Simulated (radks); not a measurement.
Ga22+, configuration [He] 2s2 2p5.

Calculated with a radial shooting solver on a logarithmic mesh with Libxc functionals: scalar-relativistic Kohn-Sham, B86b exchange with PBE correlation, spin-polarised, spherical densities, finite nucleus; open shells are filled with parallel spins first; Fermi nuclear charge, rms radius 3.9973 fm.

Energy parts (Ry):
total: -3220.57950
kinetic: 3285.20403
electron-nucleus: -6906.98504
Hartree: 492.62745
exchange-correlation: -91.42594

Orbitals (lengths in bohr, moments of r in powers of bohr):
orbital,occ.,eigenvalue (Ry),<r>,<r^4>
1s up,1,-830.6363,0.04854,0.00002579
1s down,1,-830.2568,0.04852,0.00002574
2s up,1,-164.1088,0.2111,0.004628
2s down,1,-163.4818,0.2115,0.004661
2p up,3,-153.4643,0.1834,0.003254
2p down,2,-152.7137,0.1838,0.003287
3s up,0,-65.22209,0.5133,0.1301
3s down,0,-65.06514,0.5142,0.1311
3p up,0,-61.90910,0.4968,0.1215
3p down,0,-61.73323,0.4979,0.1226

The highest occupied level is 2p down at -2077.8 eV. The density falls to 0.001 e/bohr^3 at r = 0.72 bohr. Spin moment in Bohr magnetons: 1. The electron density at the nucleus is 2.837e+04 e/bohr^3 (large components only). The spin density at the nucleus is -2.315 e/bohr^3 (1s -8.622, 2s 6.307). For comparison, the ionisation energy in NIST's Atomic Spectra Database is 2129 eV (semi-empirical). In exact Kohn-Sham theory the highest level is minus the ionisation energy, but local and semilocal functionals leave it too shallow, through self-interaction and a potential that decays too fast; potentials with the right tail come closer. Summed over all electrons, <r^2> = 0.3160 bohr^2, which gives a Langevin (diamagnetic) susceptibility term of -0.25 x 10^-6 cm^3/mol.
